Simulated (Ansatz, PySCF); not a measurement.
C2H3BrF2, SMILES CC(F)(F)Br. Atoms are numbered in the order given.

```xyz
8

C     -1.3022    -1.4501     0.0000
C      0.0620    -0.8266     0.0000
F      0.7609    -1.1961     1.0770
F      0.7609    -1.1961    -1.0770
Br    -0.0450     1.1332     0.0000
H     -1.8558    -1.1452     0.8961
H     -1.8558    -1.1452    -0.8961
H     -1.1755    -2.5431     0.0000
```
Charge 0, spin multiplicity 1.

Geometry: PBE0-D3(BJ)/def2-SVP.

Two levels are set side by side: PBE-D3(BJ)/def2-SVP (Ansatz, a program for electronic structure) and PBE0-D3(BJ)/def2-SVP (Ansatz). Each level has its own optimised geometry; the coordinates shown are those of the second. Frequencies come from the Hessian of PySCF at each geometry. Differences are taken from unrounded values.

| quantity | PBE0-D3(BJ) |
|---|---|
| mean bond length (Å) | 1.347 |
| bond C1–C2 (Å) | 1.500 |
| bond C2–F3 (Å) | 1.336 |
| bond C2–F4 (Å) | 1.336 |
| bond C2–Br5 (Å) | 1.963 |
| bond C1–H6 (Å) | 1.097 |
| bond C1–H7 (Å) | 1.097 |
| bond C1–H8 (Å) | 1.100 |
| highest harmonic wavenumber (cm⁻¹) | 3217 |
| mean harmonic wavenumber (cm⁻¹) | 1230 |
| zero-point energy (kcal/mol) | 31.66 |

**Question.** What does PBE-D3(BJ) give, and how far is it from PBE0-D3(BJ)? (The exact figures need the calculation; the answer reports its results.)

**Answer.** 
```csv
quantity,PBE-D3(BJ),PBE-D3(BJ) minus PBE0-D3(BJ)
mean bond length (Å),1.361,0.014
bond C1–C2 (Å),1.509,0.009
bond C2–F3 (Å),1.351,0.015
bond C2–F4 (Å),1.351,0.015
bond C2–Br5 (Å),1.994,0.032
bond C1–H6 (Å),1.105,0.008
bond C1–H7 (Å),1.105,0.008
bond C1–H8 (Å),1.109,0.008
highest harmonic wavenumber (cm⁻¹),3126,-91
mean harmonic wavenumber (cm⁻¹),1184,-46
zero-point energy (kcal/mol),30.48,-1.18
```

Exact exchange shortens and stiffens bonds; PBE has none. Differences between two approximate levels are no errors against the true value.
